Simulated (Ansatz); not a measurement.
Basis sets compared for the cluster Cu3F4⁻ (the lowest singlet isomer of a short search). Total charge -1; singlet. Geometry r2SCAN-D4/def2-SVPD. Ansatz on 4 threads of Arm Neoverse V2 on a shared host; times are rough, and most runs start from earlier orbitals.

```
atom   x (Å)   y (Å)   z (Å)
 Cu1   1.687  -0.492  -1.682
 Cu2  -1.531   0.551   1.808
 Cu3  -0.390  -0.148  -0.315
  F4   0.336   0.782  -1.759
  F5  -1.889   2.110   2.580
  F6   2.999  -1.689  -1.680
  F7  -1.212  -1.115   1.049
```

The 6-31G sets use Cartesian d functions. At HF/STO-3G the highest occupied level of the charge -1 singlet lies above zero (up to 3.06 eV). In Hartree–Fock with STO-3G the lack of diffuse functions raises the level. The structure comes from a short search, and lower isomers may exist.

```csv
level,functions,energy (Eh),HOMO (eV),LUMO (eV),wall time
HF/STO-3G,74,-5252.9397,3.06,7.57,6 s
HF/6-31G,123,-5313.8493,-5.52,5.35,1.1 s
PBE-D4/def2-SVPD,194,-5319.1660,-1.33,1.16,3.2 s
PBE0-D4/def2-SVPD,194,-5319.1478,-2.90,2.12,4.7 s
```

Estimate the rows for PBE-D4/def2-TZVPD, PBE0-D4/def2-TZVPD.


| level | functions | energy (Eh) | HOMO (eV) | LUMO (eV) | wall time |
| --- | --- | --- | --- | --- | --- |
| PBE-D4/def2-TZVPD | 304 | -5320.3416 | -1.40 | 1.05 | 4.6 s |
| PBE0-D4/def2-TZVPD | 304 | -5320.3012 | -2.94 | 2.03 | 13 s |
